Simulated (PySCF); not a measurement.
PySCF input file for Cl₂HNOW, SMILES [NH]=[W](=[O])([Cl])[Cl], multiplicity 1, IEF-PCM-ωB97X/def2-SVP. The structure is a stationary point at PBE-D3(BJ)/def2-SVP. The spin state was assumed, not searched. The structure was generated by enumeration; whether it is a known compound was not checked. The def2 effective core potentials stand for the cores of W; spin–orbit coupling is left out.

```python
import numpy as np
from pyscf import gto, scf, dft
from pyscf.solvent import pcm

mol = gto.M(
    atom='''
    W     0.02429563   -0.19048586   -0.00000000
    O     1.45720022   -1.13289611    0.00000000
    N    -1.34373240   -1.29809563    0.00000000
    H    -1.65599329   -2.27620052    0.00000001
    Cl   -0.07039290    1.01535272   -1.94841277
    Cl   -0.07039290    1.01535272    1.94841277
    ''',
    basis='def2-SVP',
    ecp={'W': 'def2-svp'},
    charge=0,
    spin=0,
    max_memory=1600,
    verbose=3,
)
mf = dft.RKS(mol, xc='wb97x').density_fit(auxbasis='def2-universal-jkfit')
mf.grids.level = 3
mf.conv_tol = 1e-9
mf.max_cycle = 100
mf.kernel()
res = {}
for name, eps in {'water': 78.355, 'chloroform': 4.7113, 'tetrahydrofuran': 7.4257}.items():
    s = mf.PCM()
    s.with_solvent.method, s.with_solvent.eps, s.with_solvent.lebedev_order = 'IEF-PCM', eps, 29
    s.kernel(mf.make_rdm1())
    res[name] = (s.e_tot, eps, s.dip_moment(), s.mo_energy, s.converged)
    print(f'{name}: electrostatic solvation free energy {(s.e_tot - mf.e_tot) * 627.509474:.3f} kcal/mol')
```

Output:

```
converged SCF energy = -1117.82591381992

WARN: PCM is an experimental feature. It is still in testing.
Features and APIs may be changed in the future.

converged SCF energy = -1117.83504230618
Dipole moment(X, Y, Z, Debye): -1.88951, -1.15149,  0.00000
water: electrostatic solvation free energy -5.728 kcal/mol

WARN: PCM is an experimental feature. It is still in testing.
Features and APIs may be changed in the future.

converged SCF energy = -1117.83234171497
Dipole moment(X, Y, Z, Debye): -1.76029, -1.08675,  0.00000
chloroform: electrostatic solvation free energy -4.034 kcal/mol

WARN: PCM is an experimental feature. It is still in testing.
Features and APIs may be changed in the future.

converged SCF energy = -1117.83331134256
Dipole moment(X, Y, Z, Debye): -1.80798, -1.11160,  0.00000
tetrahydrofuran: electrostatic solvation free energy -4.642 kcal/mol
```

Self-consistency was reached.
